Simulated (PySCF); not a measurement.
## FReN, quartet: computed properties

Computed with PySCF, UB3LYP, basis Re def2-TZVP with ECP60, N def2-TZVP, F def2-TZVP (scalar-relativistic core potentials, no spin–orbit coupling, density fitting).

The structure is a minimum.

```
Point group                                                                   : Cs
Bond lengths                                                                  : Re–F 1.922 Å, Re–N 1.655 Å
Bond angles                                                                   : F–Re–N 132.5°
Spin squared ⟨S²⟩                                                             : 3.784
Principal polarisabilities                                                    : 37.0, 38.4, 52.0 bohr³
Heat capacity Cp at 298.15 K                                                  : 46.3 J/(mol K)
Lowest empty level (β)                                                        : -4.32 eV
Atomisation energy without zero-point energy                                  : 977 kJ/mol
Rotational symmetry number                                                    : 1
Enthalpy at 298.15 K above 0 K                                                : 11.90 kJ/mol
Rotational constants                                                          : 1.244, 0.1839, 0.1602 cm⁻¹
Entropy at 298.15 K and 1 bar (electronic part: spin only)                    : 296.6 J/(mol K)
Highest occupied level (α)                                                    : -6.84 eV
Dipole moment                                                                 : 1.98 D
Principal quadrupole moments (Buckingham, traceless) about the centre of mass : -9.03, 2.36, 6.66 D Å
Zero-point energy                                                             : 11.5 kJ/mol
```

Harmonic modes (masses in u: Re 186.956, N 14.003, F 18.998):
```csv
symmetry,ω (cm⁻¹),IR (km/mol),μ (u),type
a',189,3.7,17.20,bend
a',608,119,20.76,stretch
a',1129,64.0,14.95,stretch
```

Charges (e):
```
atom  Mulliken  Löwdin  polar tensor  spin (Mulliken)  Mayer order to Re1
 Re1      0.82    0.61          1.08             3.12                   –
  N2     -0.35   -0.28         -0.48            -0.17                2.95
  F3     -0.47   -0.33         -0.61             0.05                0.82
```

Mulliken populations on Re1 (electrons outside its core potential): s 2.80, p 6.30, d 5.02, f 0.07.

Formally Re is in oxidation state +4, d3, with 3 unpaired electrons (the high-spin count). The Mulliken spin on Re is 3.12. The polar-tensor charge on Re, 1.08, is far below the formal one.

This need not be the most stable arrangement of these atoms. Other spin states or occupations of the open shell can lie lower. With an element this heavy the missing spin–orbit coupling can shift these numbers.

The final relaxation and frequency run took 41 s on 4 threads of a shared Arm Neoverse V2 host, with 102 basis functions and 16 gradients; the process peaked at 0.92 GiB. Launch command: `OMP_NUM_THREADS=4 python axn.py task.json out`.
